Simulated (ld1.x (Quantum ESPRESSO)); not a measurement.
Before and after: TM semilocal potential for germanium (Ge)

Ge (Z = 32), norm-conserving Troullier–Martins (semilocal form), made with ld1.x (Quantum ESPRESSO) 7.5 (PBEsol, scalar-relativistic). Core [Ar] 3d10, reference 4s2 4p0.5 (charge +1.5). Waves: 4p (bound): rc 1.95 bohr; 4d channel at 0.05 Ry: rc 1.55 bohr; 4s (bound): rc 1.55 bohr. Local part: the s channel. Core correction: a·sin(br)/r model core, default radius (core density twice the valence density).

Change: all radii but the core radius scaled by about 1.16 (s 1.80, p 2.26, d 1.80 bohr).

Cutoffs: the cutoffs (Ry, on a coarse ladder) from which the occupation-weighted sum of valence levels, in a spherical-Bessel basis at the reference potential, stays within 10 and 1 mRy of its value at 400 Ry; they do not see the model core or the augmentation charge, which bear on the density cutoff. Errors are all-electron minus pseudo energies relative to the spin-unpolarised reference configuration.

What does the change do?

The potential gets neither clearly harder nor softer (30 Ry and 45 Ry → 30 Ry and 40 Ry); the s channel sets the loose cutoff, while the largest relative change is in p, which becomes softer; of the 7 tests that both files solve, the error grows in 0 and shrinks in 2 by more than 15 % and 0.3 meV (median size 7.3 → 7.4 meV); neither file shows a bound ghost. A semilocal file is local in each channel, so a ghost entry of none says nothing of the separable form that plane-wave codes build from it.

```tsv
quantity	base	changed
cutoff, loose	30 Ry	30 Ry
cutoff, tight	45 Ry	40 Ry
loose cutoff by channel (10 mRy a level)	p 8 Ry, s 15 Ry	p 6 Ry, s 15 Ry
bound ghosts	none	none
error for 4s2 4p2, meV [ΔE -14.11 eV]	-11	-11
error for 4s2 4p1, meV [ΔE -6.66 eV]	-2.2	-2.3
error for 4s2 4p0, meV [ΔE 8.79 eV]	-7.1	-7.4
error for 4s0 4p4, meV [ΔE 2.10 eV]	-23	-18
error for 4s2 4p2.3, meV [ΔE -14.99 eV]	-13	-12
error for 4s2 4p1.5, meV [ΔE -11.30 eV]	-7.3	-7.3
error for 4s1 4p2, meV [ΔE 2.07 eV]	-6.1	-4.7
```
